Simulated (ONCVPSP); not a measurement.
**Potentials for Bi (Z = 83) compared**

Generated with ld1.x 7.5 (TM, RRKJ, ultrasoft, PAW), atompaw 4.2 or ONCVPSP 4.0.1. The cutoff is in Ry: for ld1.x and atompaw files where the sum of valence levels is converged to 10 mRy in a Bessel basis, for ONCV files where the hardest occupied wave has 1 mHa per electron of residual kinetic energy. The error is the largest all-electron minus pseudo excitation energy over each file’s own four to seven test configurations (ionisations up to +4, promotions, holes and added fractions of an electron), all of which were solved. The labels leave out finer settings (local radius, basis sizes, second energies), which also bear on the numbers. Spin-polarised tests are not counted. The rows are a selection from randomly drawn settings: files with unsolved tests, undetermined cutoffs or missed reference levels are left out.

A true bound ghost makes a file unfit for plane-wave use even where its test errors are small: the radial tests pick states by their node count and pass the ghost by.

| potential | cutoff (Ry) | largest error (meV) | bound ghosts |
| --- | --- | --- | --- |
| ONCV, PBE, scalar-relativistic, rc 1.40/1.85/1.95 (spd), local smoothed, core correction no, reference 5s2 5p6 5d10 6s1.75 6p3.25, qcut 7.5/8.3/7.8, projectors 2/2/2 | 51 | -11 | none |
| ONCV, PBE, scalar-relativistic, rc 1.35/1.65/1.10 (spd), local smoothed, core correction yes, reference 5s2 5p6 5d10 6s2 6p1, qcut 9.3/8.4/10, projectors 2/2/1 | 72 | -32 | s |
| ONCV, PBE, scalar-relativistic, rc 1.15/1.45/2.00 (spd), local smoothed, core correction no, reference 5s2 5p6 5d10 6s2 6p2.5, qcut 8.1/12.1/9.5, projectors 2/2/3 | 124 | -8.9 | none |
| ONCV, LDA (Perdew-Wang 92), non-relativistic, rc 2.05/1.90/2.00/1.95 (spdf), local smoothed, core correction yes, reference 5d10 6s2 6p2.5, qcut 3.4/4.6/9/5.3, projectors 2/1/3/3 | 56 | +1.9 | s |
| ONCV, LDA (Perdew-Wang 92), scalar-relativistic, rc 1.80/2.10 (sp), local smoothed, core correction no, reference 6s2 6p1, qcut 2.9/3.8, projectors 2/1 | 46 | +201 | none |
| ONCV, PBE, scalar-relativistic, rc 1.45/1.65/1.75 (spd), local smoothed, core correction yes, reference 5s2 5p6 5d10 6s2 6p3, qcut 7.3/7.5/8.8, projectors 2/2/2 | 53 | -223 | none |

Task: Fill in the row for Bi: ONCV, PBE, fully relativistic, rc 1.25/1.45/1.50 (spd), local smoothed, core correction yes, reference 5s2 5p6 5d10 6s2 6p3, qcut 9.1/8.9/10.9, projectors 3/2/1.

Result: cutoff 69 Ry, largest error -38 meV, bound ghosts: none.
